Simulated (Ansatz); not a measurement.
This triplet is an excited state, 1.00 eV above the relaxed singlet at the level B3LYP/cc-pVTZ // PBE0-D3(BJ)/def2-TZVP (Ansatz, a quantum-chemistry and plane-wave program).

Species: C₃H₃N, SMILES `C#C[C]N` (excited triplet) (charge 0, multiplicity 3).

Give a relaxed geometry from PBE0-D3(BJ)/def2-TZVP (Ansatz).

the end point of this relaxation (outside a Z-matrix the atoms follow the SMILES, hydrogens last).
Bonded distances (Å): C1–C2 1.288, C1–H5 1.073, C2–C3 1.263, C3–N4 1.335, N4–H6 1.008, N4–H7 1.011. Bond angles (°): C2–C1–H5 145.6, C1–C2–C3 171.5, C2–C3–N4 161.7, C3–N4–H6 117.0, C3–N4–H7 117.1, H6–N4–H7 113.4.
